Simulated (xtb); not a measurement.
C$_{4}$H$_{6}$F$_{2}$O$_{2}$ (SMILES C=COC(F)(F)CO), singlet, at a GFN2-xTB geometry. Base run: GFN2-xTB in xtb.

Here is a job for xtb.
```
$ xtb mol.xyz --gfn 2 --json

# file mol.xyz
14

C     -1.98524867     0.92501571     1.04731077
C     -1.20006666     1.45180380     0.12826779
O     -0.21647139     0.85538765    -0.62868302
C      0.15603679    -0.44442100    -0.42765436
F      0.88313980    -0.78118462    -1.51504011
F     -0.91014782    -1.29301426    -0.44033908
C      0.98330795    -0.67006602     0.84831123
O      2.08545721     0.18356411     0.89343668
H     -2.71162513     1.54904888     1.53284278
H     -1.97073075    -0.11090471     1.33325363
H     -1.25177725     2.49055991    -0.16406339
H      0.32242654    -0.52987052     1.71565441
H      1.36297848    -1.69400495     0.84097663
H      1.81573708     1.07735240     0.64430653
```

Each row names what was changed in the base input (with any setting that the change needs).

```
change           ΔE vs base (kcal/mol)  HOMO-LUMO gap (eV)  dipole (D)  G_solv (kcal/mol)  SCF cycles
---------------  ---------------------  ------------------  ----------  -----------------  ----------
base                             0.000                5.30        3.55                  -          11
alpb = thf                       -8.90                5.34        4.00              -9.80          11
gbsa = methanol                  -7.37                5.35        4.05              -8.29          11
acc = 1000                       0.000                5.30        3.55                  -           7
alpb = dmso                      -9.29                5.34        3.96             -10.07          11
alpb = benzene                   -5.76                5.34        3.79              -5.89          11
```

ALPB and GBSA are two models with their own fitted parameters for each solvent, which aren't always the measured dielectric constant.
